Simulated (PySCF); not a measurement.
**Static response to an electric field**

Species: CH₅FSSi.
Cartesian coordinates in Å at the PBE0-D3(BJ)/def2-SVP level; atoms count from 1:
```
atom  x, y, z in Å
C1     1.4821   -0.1657    0.2910
S2     0.2786   -1.0687   -0.7430
Si3   -1.4600    0.0566   -0.3134
F4    -1.3187    1.5805   -0.8669
H5     2.4613   -0.6271    0.1087
H6     1.5298    0.8932    0.0042
H7     1.2374   -0.2575    1.3584
H8    -1.6739    0.1821    1.1543
H9    -2.5836   -0.6166   -1.0134
```

Level: CAM-B3LYP/def2-SVPD (PySCF), static field, nuclei fixed, core orbitals frozen in the response. The polarisability tensor in these axes (au):

```
x   70.82 -2.41  2.64
y   -2.41 54.84  3.21
z    2.64  3.21 54.90
```

**Question.** Give the principal values, the mean and the anisotropy Δα = √{½[(α1 − α2)² + (α2 − α3)² + (α1 − α3)²]}.

**Answer.** Principal values 51.02, 58.08 and 71.46 au; mean 60.19 au = 8.92 Å³ = 9.92 × 10⁻⁴⁰ C²·m²/J; Δα = 17.98 au (30 % of the mean).

**Question.** What is the dipole moment, and where does it point?

**Answer.** (0.65, -0.42, 1.44) D, 1.63 D in size, pointing from the negative to the positive side. Measured along this direction, the outermost atoms are H9 and F4 at the negative end and H7 at the positive end.

**Question.** What molar refraction does this α imply?

**Answer.** Lorentz–Lorenz: R = (4π/3)N_A α = 2.5225 cm³/(mol·Å³) × 8.92 Å³ = 22.5 cm³/mol, in the limit of long wavelengths.

**Question.** Find the Langevin capture rate constant for H3+ (3.023 u) meeting this molecule (95.987 u), k = 2.342 × 10⁻⁹ cm³/s × √(α in Å³ / reduced mass in u).

**Answer.** The reduced mass is 2.93 u, so k = 4.09 × 10⁻⁹ cm³/s. The formula leaves out the permanent dipole, which adds to the capture rate.

**Question.** In TDDFT the mean static polarisability is Σ f/ω² over all singlet excitations (ω in hartree). How much of it do the 10 lowest give? Their energies (eV) and oscillator strengths: 5.84, 0.0014; 6.66, 0.0291; 6.78, 0.0464; 7.31, 0.0170; 7.67, 0.0137; 7.78, 0.0169; 8.01, 0.0173; 8.12, 0.0214; 8.22, 0.0177; 8.30, 0.1540.

**Answer.** They add up to 4.17 au, 6.9 % of the 60.19 au; the largest single term is 1.65 au, from the state at 8.30 eV. Terms in order: 0.03, 0.48, 0.75, 0.24, 0.17, 0.21, 0.20, 0.24, 0.19, 1.65 au. Higher excitations give the rest. The strengths listed sum to 0.335.

**Question.** Directions of the eigenvectors, and the extent of the frame along each?

**Answer.** Largest value along (0.98, -0.12, 0.13), where the nuclei span 5.12 Å; middle along (-0.01, 0.71, 0.71), 2.25 Å; least along (0.18, 0.70, -0.70), 2.44 Å. The strongest response lies along the longest span, while the other two are in reverse order.

Isolated species at its PBE0-D3(BJ)/def2-SVP geometry (one conformer only).
